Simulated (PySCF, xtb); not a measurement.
Be(H)(SMe) (CH4BeS), SMILES [BeH][S]C.

GFN2-xTB run with xtb at its own geometry gives an orbital gap of 3.68 eV and a dipole moment of 2.64 D.

Geometry optimised at B3LYP-D3(BJ)/def2-TZVP.

Task: What does PBE0/def2-TZVPD (PySCF) give? (The exact figures need the calculation; the answer reports its results.)

Result: gap 6.03 eV (levels -7.17 and -1.14 eV), dipole 1.56 D.
